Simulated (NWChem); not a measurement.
System: BCl cation, doublet

```xyz
2

B      0.0000     0.0000    -1.2134
Cl     0.0000     0.0000     0.3903
```
Atoms are numbered in this order, from 1.

Structure relaxed at the PBE0/def2-SVP, spin-unrestricted level. No stability test was run on the SCF state.

Question: List the 6 lowest vertical excitations from LDA (Slater exchange, VWN5)/aug-cc-pVDZ, spin-unrestricted, TDA (NWChem).

Answer: 
```csv
state,energy (eV),oscillator strength,<S²>
state 1,4.22,0.000,0.77
state 2,4.22,0.000,0.77
state 3,4.98,0.037,0.75
state 4,4.98,0.037,0.75
state 5,6.01,0.002,2.62
state 6,6.21,0.000,2.29
```
